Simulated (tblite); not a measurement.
Species: C₄H₁₂O₂Si₃.
Cartesian coordinates in Å at the GFN2-xTB level; atoms count from 1:
```
atom  x, y, z in Å
C1     1.147    2.122   -1.151
C2     0.784    0.896   -0.394
C3     1.699    0.249    0.352
C4     1.295   -0.922    1.072
O5     0.153   -1.374    1.031
O6     2.243   -1.509    1.812
Si7   -0.994    0.236   -0.483
Si8   -1.018   -1.795   -1.605
Si9   -2.025    0.464    1.584
H10    0.519    2.950   -0.827
H11    0.949    1.969   -2.211
H12    2.193    2.392   -1.019
H13    2.730    0.559    0.450
H14    1.875   -2.284    2.264
H15   -1.580    1.270   -1.398
H16   -1.693   -1.675   -2.905
H17    0.324   -2.308   -1.905
H18   -1.738   -2.837   -0.876
H19   -2.682   -0.766    2.023
H20   -3.078    1.487    1.537
H21   -1.111    0.892    2.650
```

All values are computed: GFN2-xTB (tblite) harmonic vibrations without scaling, gas phase. The method is semi-empirical: single wavenumbers can be off by several per cent or more. Modes of hydrogen on silicon can be 10 to 20 % off. One conformer, not necessarily the lowest.

Harmonic wavenumbers (cm⁻¹): 46.0, 69.3, 76.1, 98.4, 111.4, 113.2, 114.7, 150.3, 162.7, 171.8, 261.7, 336.1, 390.2, 403.4, 430.1, 440.2, 444.4, 457.1, 468.7, 516.9, 586.1, 635.7, 636.7, 637.3, 693.2, 726.4, 766.3, 787.2, 811.0, 818.8, 822.3, 832.0, 844.2, 974.1, 1001.7, 1030.6, 1110.4, 1159.3, 1233.5, 1345.2, 1391.0, 1465.4, 1471.4, 1578.1, 1652.7, 1933.0, 2194.8, 2199.9, 2208.0, 2211.0, 2257.8, 2268.0, 3003.5, 3014.8, 3019.9, 3064.6, 3452.6.

A = 931.0, B = 769.2, C = 762.5 MHz; mass 176.015 u (most abundant isotopes); point group Cs, symmetry number 1.

**Question.** What is the zero-point energy?

**Answer.** ½Σν̃ = 30551 cm⁻¹ = 365.47 kJ/mol.

**Question.** Entropy at 273.15 K, 1 bar (ideal gas, RRHO, classical rotation)?

**Answer.** Translation 171.52, rotation 127.59, vibration 182.36: S = 481.5 J/(mol K).

**Question.** And Cp and H(273.15 K) − H(0)?

**Answer.** Cp = 212.95 J/(mol K), of which vibrations give 179.70 (their classical limit is 57 R = 473.9); H(273.15 K) − H(0) = 35.18 kJ/mol without the zero-point energy, 26.09 from vibrations.

**Question.** How do the functions run with temperature in this model?

**Answer.** 
| T (K) | S (J/(mol K)) | Cp (J/(mol K)) | H − H(0) (kJ/mol) | G − H(0) (kJ/mol) | ln q(vib) |
| --- | --- | --- | --- | --- | --- |
| 100 | 326.9 | 109.6 | 7.05 | -25.64 | 2.89 |
| 200 | 421.8 | 171.3 | 21.09 | -63.27 | 7.32 |
| 300 | 502.1 | 226.8 | 41.08 | -109.54 | 11.57 |
| 500 | 638.0 | 306.1 | 94.98 | -224.03 | 19.50 |
| 800 | 798.9 | 377.3 | 198.50 | -440.61 | 29.97 |
| 1000 | 886.5 | 407.6 | 277.16 | -609.37 | 36.13 |

q(vib) and H(0) count from the zero-point level.

**Question.** Blend soft modes into free rotors: weight 1/[1 + (100 cm⁻¹/ν̃)⁴] for the oscillator and the rest for a rotor with moment μB/(μ + B), μ = h/(8π²ν), B = 10⁻⁴⁴ kg m². What vibrational entropy results?

**Answer.** 168.79 J/(mol K) in place of 182.36, which changes −T·S at 273.15 K by +3.71 kJ/mol.

**Question.** What must be added to the electronic energy to get the Gibbs energy at 273.15 K and 1 bar?

**Answer.** ZPE + [H(273.15 K) − H(0)] − T·S = 365.47 + 35.18 − 131.51 = 269.14 kJ/mol.

**Question.** Which modes carry the vibrational entropy at 273.15 K?

**Answer.** 46.0 cm⁻¹: 20.12; 69.3 cm⁻¹: 16.74; 76.1 cm⁻¹: 15.97; 98.4 cm⁻¹: 13.87; 111.4 cm⁻¹: 12.87; 113.2 cm⁻¹: 12.74 J/(mol K); the other 51 give 90.06 together.

Hindered rotation and anharmonicity are outside this model. Other conformers, if any are populated, would add a mixing term that is left out.
